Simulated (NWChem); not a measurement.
CH$_{2}$N anion

```xyz
4

C      0.0000     0.0000     0.4861
N      0.0000     0.0000    -0.7528
H      0.0000    -0.9353     1.1765
H      0.0000     0.9353     1.1765
```
Atoms are numbered in this order, from 1.

Results from NWChem. Sets without diffuse functions describe the anion's extra electron poorly. Geometry: optimised at B3LYP/def2-SVPD. The highest occupied level is positive in some or all of these runs, so the extra electron may be held by the finite basis. Level B3LYP/def2-SVP: energy and gradient on several grids; changes count from the extra-fine grid, which is no exact limit either.

| grid | size of the energy change (μHa) | largest change of a gradient component (μHa/bohr) |
|---|---|---|
| xcoarse | 300 | 2000 |
| coarse | < 10 | 60 |
| medium | < 10 | < 30 |
| fine | < 10 | < 30 |
| xfine | < 10 | < 30 |
